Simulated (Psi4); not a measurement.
C₂H₆Si, charge -1, doublet, geometry from GFN2-xTB (a state made from the parent by changing its charge; the spin is typed, not shown lowest) (a gas-phase anion, which may not be bound at this level). Base run: PBE0/STO-3G (Psi4).

Here is a job for Psi4.
```
memory 2 GB

molecule mol {
-1 2
  Si   -0.252154    0.114819    0.678177
  C     0.749586    1.260042   -0.459012
  H     0.937025    2.212597    0.046029
  H     0.231315    1.495635   -1.399976
  H     1.731315    0.846503   -0.732357
  C    -0.415417   -1.412207   -0.439747
  H     0.554275   -1.853356   -0.712893
  H    -0.945725   -1.204224   -1.380512
  H    -0.983059   -2.191635    0.077780
}

set basis sto-3g
set reference uks

energy('pbe0')
print_variables()
```

Each row names what was changed in the base input (with any setting that the change needs).

| change | E (Eh) | SCF-reference <S^2> | core-seconds (rough) |
|---|---|---|---|
| base | -364.57475 | 0.752 | 9 |
| functional = m11 | -364.37924 | 0.751 | 10 |
| functional = m06-l | -364.74189 | 0.752 | 10 |
| functional = wb97m-v | -364.77726 | 0.751 | 100 |
| functional = svwn | -363.45113 | 0.751 | 4 |
| functional = b97m-v | -364.75732 | 0.752 | 100 |
| functional = hse06 | -364.59608 | 0.752 | 20 |
| functional = bp86 | -364.79278 | 0.751 | 7 |
| functional = m06-2x | -364.78649 | 0.752 | 10 |
| functional = mn15 | -363.45078 | 0.752 | 8 |
| functional = b2plyp | -364.47881 | 0.752 | 6 |
| functional = x3lyp | -364.70061 | 0.751 | 6 |
| functional = m06 | -364.65009 | 0.752 | 10 |

Totals shift with the method and basis; they matter in differences.

Open shells are given as the SCF converged; they aren't shown to be the lowest states, and a large step between rows can be another state.

A gas-phase anion may not be bound at this level; its values then depend on the basis.
